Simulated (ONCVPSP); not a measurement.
# Before and after: ONCV potential for lead

lead (Pb), optimised norm-conserving Vanderbilt (ONCV), made with ONCVPSP 4.0.1 (LDA (Perdew-Wang 92), fully relativistic). Core [Xe] 4f14 5d10, reference 6s2 6p2. Waves: 6s: rc 2.10 bohr, ncon 4, nbas 8, qcut 3.4 1/bohr, 2 projectors, debl 0.7 Ha; 6p: rc 2.05 bohr, ncon 4, nbas 8, qcut 4 1/bohr, 2 projectors, debl 2.7 Ha. Local part: polynomial inside 1.60 bohr (lpopt 4, dvloc0 0 Ha). Core correction: none.

Open shells are filled in proportion to 2j + 1.

Change: local potential polynomial inside 1.60 bohr (lpopt 4, dvloc0 8.5 Ha).

Cutoffs: the cutoffs (Ha) at which the residual kinetic energy of the hardest occupied pseudo-wave falls to 1 and 0.1 mHa per electron; they do not see the model core or the augmentation charge, which bear on the density cutoff. Errors are all-electron minus pseudo energies relative to the spin-unpolarised reference configuration.

Question: Predict the effect on cutoff, ghosts and configuration errors.

Answer: The potential gets neither clearly harder nor softer (7.6 Ha and 43 Ha → 7.6 Ha and 43 Ha); both files keep a bound ghost (p); the lowest positive-energy flag moves from s at 22.9 eV to none; the errors of the 4 common tests hardly move.

```csv
quantity,base,changed
"cutoff, loose",7.6 Ha,7.6 Ha
"cutoff, tight",43 Ha,43 Ha
bound ghosts,p3/2,p3/2
GHOST(+) flags under 300 eV,s at 22.9 eV,none
"error for 6s2 6p1, meV [ΔE 6.95 eV]",+8.7,+8.5
"error for 6s2 6p0, meV [ΔE 20.87 eV]",+69,+69
"error for 6s1 6p0, meV [ΔE 53.74 eV]",+278,+278
"error for 6s2 6p1.5, meV [ΔE 2.67 eV]",+1.6,+1.5
s: phases at 2.13 bohr within 0.05 rad from the reference energy up to (Ha; the scan ends near 5),3.7,3.0
p3/2: phases at 2.08 bohr within 0.05 rad from the reference energy up to (Ha; the scan ends near 5),to the end of the scan,to the end of the scan
p1/2: phases at 2.08 bohr within 0.05 rad from the reference energy up to (Ha; the scan ends near 5),3.7,4.3
```

Base: The cutoffs count occupied waves only; projector 2 of the p channel, the hardest unoccupied one, needs 52 Ha at the loose tolerance. Changed file: The cutoffs count occupied waves only; projector 2 of the p channel, the hardest unoccupied one, needs 52 Ha at the loose tolerance. A true bound ghost makes a file unfit for plane-wave use even where its test errors are small: the radial tests pick states by their node count and pass the ghost by.
